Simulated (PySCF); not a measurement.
Does the drawn structure hold up?

C7H13AlO. Drawn bonds (atoms numbered from 1): C1=C2, C2–C3, C2–C4, C4–O5, O5–C6, C4=C7, C7–C8, C7–Al9, C1–H10, C1–H11, C3–H12, C3–H13, C3–H14, C6–H15, C6–H16, C6–H17, C8–H18, C8–H19, C8–H20, Al9–H21, Al9–H22.

Geometry after optimisation with GFN2-xTB (Å):

```
atom  x, y, z in Å
C1    -1.724   -0.381    1.332
C2    -1.155   -0.065    0.177
C3    -1.931    0.175   -1.086
C4     0.306    0.116    0.068
O5     1.131   -1.080    0.024
C6     0.515   -2.343    0.031
C7     1.074    1.210   -0.001
C8     0.473    2.585    0.040
Al9    2.687   -0.021   -0.061
H10   -1.144   -0.524    2.229
H11   -2.792   -0.489    1.428
H12   -1.614   -0.517   -1.866
H13   -2.998    0.053   -0.914
H14   -1.742    1.183   -1.451
H15    1.312   -3.079   -0.053
H16   -0.166   -2.452   -0.817
H17   -0.036   -2.509    0.960
H18   -0.568    2.568    0.368
H19    0.523    3.037   -0.951
H20    1.042    3.220    0.716
H21    3.453   -0.311    1.262
H22    3.343   -0.357   -1.433
```

Here a drawn bond counts as lost beyond 1.3 times the sum of covalent radii plus 0.1 Å; another pair counts as a new contact within 1.08 times that sum, or 1.2 times among H, C, N, O, F, S and Cl. Covalent radii used (Å): Al 1.21, C 0.73, H 0.31, O 0.66.

(1) Which drawn bonds no longer describe this geometry, and which new contacts appear?

(2) How long is each drawn bond in this geometry?

Results:

(1) No drawn bond is lost. New contacts: O5–Al9 (1.88 Å; radii sum 1.87 Å). The tight-binding optimisation can itself be at fault, so a check at a higher level is due before the drawing is dismissed.

(2) 
```tsv
drawn bond	length (Å)	over radii sum
C1–C2	1.326	0.91
C2–C3	1.501	1.03
C2–C4	1.477	1.01
C4–O5	1.453	1.05
O5–C6	1.405	1.01
C4–C7	1.338	0.92
C7–C8	1.502	1.03
C7–Al9	2.030	1.05
C1–H10	1.077	1.04
C1–H11	1.077	1.04
C3–H12	1.090	1.05
C3–H13	1.087	1.05
C3–H14	1.089	1.05
C6–H15	1.088	1.05
C6–H16	1.094	1.05
C6–H17	1.093	1.05
C8–H18	1.091	1.05
C8–H19	1.090	1.05
C8–H20	1.088	1.05
Al9–H21	1.556	1.02
Al9–H22	1.557	1.02
```

The numbers are calculated, not measured.
